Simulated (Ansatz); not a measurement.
`C[Se][AlH2]` + `N#CCCC#N` → `C[Se]CC#N` + `N#C[CH2][AlH2]`  (formal exchange of groups at the Se–Al bond)

Isolated molecules relaxed with PBE0-D4/def2-TZVP in Ansatz; ΔE leaves out vibrations. CBS: MP2 limit from def2 TZ/QZ plus the TZ coupled-cluster correction, frozen cores. For Se outer-core shells are correlated without core-valence functions, which leaves a few kJ/mol of doubt a bond. Scalar relativity is left out up to krypton. One conformer a species, not always the lowest.

```
         species  SCS-MP2/def2-QZVPP energy (Eh)
   `C[Se][AlH2]`                     -2683.46084
      `N#CCCC#N`                      -263.85641
     `C[Se]CC#N`                     -2572.15986
`N#C[CH2][AlH2]`                      -375.11622
```

(1) Work out ΔE.

Largest T1 diagnostic among the species: 0.013.

Answers

(1) ΔE = (-2572.15986) + (-375.11622) − (-2683.46084) − (-263.85641) = 0.04117 Eh = +108.1 kJ/mol. CCSD(T)/CBS gives +110.4 kJ/mol.

The D4 term adds −4.3 kJ/mol with B3LYP and −2.2 kJ/mol with PBE0; it sums over pairs of atoms, weighted by their polarisabilities, and B3LYP, whose exchange is more repulsive, gets the larger term. From PBE to PBE0 (25 % exact exchange), in def2-TZVPP and without D4, ΔE moves by +6.1 kJ/mol.

B3LYP here is the variant with VWN-RPA as its local correlation; programs differ in this.
